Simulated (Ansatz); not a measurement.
```xyz
12

N    -1.845   -0.376    0.542
C    -0.563   -0.450   -0.083
N     0.051    0.795   -0.646
C     1.441    0.525   -0.201
B     0.795   -0.570    0.724
F     1.187   -1.244    1.778
H    -1.873    0.369    1.227
H    -2.581   -0.200   -0.130
H    -0.603   -1.254   -0.837
H    -0.059    0.912   -1.646
H     2.105    0.103   -0.969
H     1.945    1.389    0.241
```

Charge 0, multiplicity 1.

(1) List the PBE/def2-TZVPP orbital energies in eV (Ansatz 0.2.0). (An estimate is asked.)

Answers

(1) Ansatz gave: Occupied: -660.57, -380.24, -380.05, -269.85, -269.13, -178.30, -30.55, -23.12, -21.41, -16.28, -15.73, -13.30, -13.12, -11.95, -11.45, -11.10, -10.77, -10.03, -9.67, -8.32, -6.88, -5.71, -5.38. Lowest empty: -1.64, 0.26, 0.75, 0.86, 1.43, 1.97, 2.38, 2.54.
